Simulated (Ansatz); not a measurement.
`[GaH2][GeH2][TeH]` + H₂O → `[OH][GeH2][TeH]` + `[GaH3]`  (formal hydrolysis of a Ge–Ga bond)

Gas-phase electronic energies from Ansatz, PBE0-D4/def2-TZVP geometries. CCSD(T)/CBS is the MP2 limit (def2-TZVPP, def2-QZVPP) plus CCSD(T) − MP2 in def2-TZVPP, frozen cores. This one scheme is used for every species. DFT in def2-TZVPP. B3LYP here is the variant with VWN-RPA as its local correlation; programs differ in this. Elements past krypton have def2 core potentials. For Ga, Ge, Te outer-core shells are correlated without core-valence functions, which leaves a few kJ/mol of doubt a bond. Scalar relativity is left out up to krypton. One conformer a species, not always the lowest.

`[GaH2][GeH2][TeH]`:

Z-matrix (Å, degrees):
```
Ge
Te 1 2.570
Ga 1 2.447 2 106.8
H 1 1.542 2 108.5 3 122.5
H 1 1.544 2 108.9 3 -121.4
H 2 1.658 1 93.3 3 -174.1
H 3 1.570 1 120.2 2 162.7
H 3 1.569 1 119.2 2 -17.3
```

H₂O:

```xyz
3

O     0.250    0.042    0.296
H    -0.292    0.721   -0.111
H     0.042   -0.763   -0.184
```

`[OH][GeH2][TeH]`:

Cartesian coordinates in Å:
```
O 0.560 1.682 -0.020
Ge 0.004 0.111 -0.641
Te -1.529 -1.060 1.040
H 0.823 1.636 0.902
H -0.782 0.468 -1.906
H 1.202 -0.814 -0.918
H -0.279 -2.023 1.543
```

`[GaH3]`:

Z-matrix (Å, degrees):
```
Ga
H 1 1.568
H 1 1.568 2 120.0
H 1 1.568 2 120.0 3 -179.9
```

| level | ΔE (kJ/mol) |
| --- | --- |
| LDA (SPW92) | 22.7 |
| BLYP-D4 | 17.3 |
| PBE0-D4 | 27.0 |
| ωB97X-V | 10.7 |
| PBE0 | 24.0 |
| B3LYP | 13.7 |
| SCS-MP2/def2-TZVPP | 10.8 |
| SCS-MP2/def2-QZVPP | 13.6 |

Task: What does CCSD(T)/CBS give? (Estimate.)

Result: Computed: +25.6 kJ/mol. The listed levels differ from it by -2.9, -8.3, 1.4, -14.9, -1.6, -11.9, -14.8, -12.0 kJ/mol.

Task: What do rigid-rotor, harmonic-oscillator terms from PBE0-D4/def2-TZVP frequencies (298.15 K, 1 bar) make of the CCSD(T)/CBS value? (Best estimate.)

Result: Ansatz gave: ΔZPE = -5.4 kJ/mol, ΔH = +16.6 kJ/mol, ΔS = -27 J/(mol·K), ΔG = +24.6 kJ/mol. Modes under 50 cm⁻¹ make the entropy rough.

Largest T1 diagnostic among the species: 0.013.

From r2SCAN to r2SCAN0 (25 % exact exchange), in def2-TZVPP and without D4, ΔE moves by +4.0 kJ/mol. Leaving LDA and LC-ωPBE aside and taking each functional with its dispersion term where it has one, the values, not all of them listed here, spread over 26.6 kJ/mol, from B97M-V to HSE06-D4.

CCSD(T)/CBS has its own doubt, a few kJ/mol and more with outer-core shells, so smaller differences from it don't rank the levels.
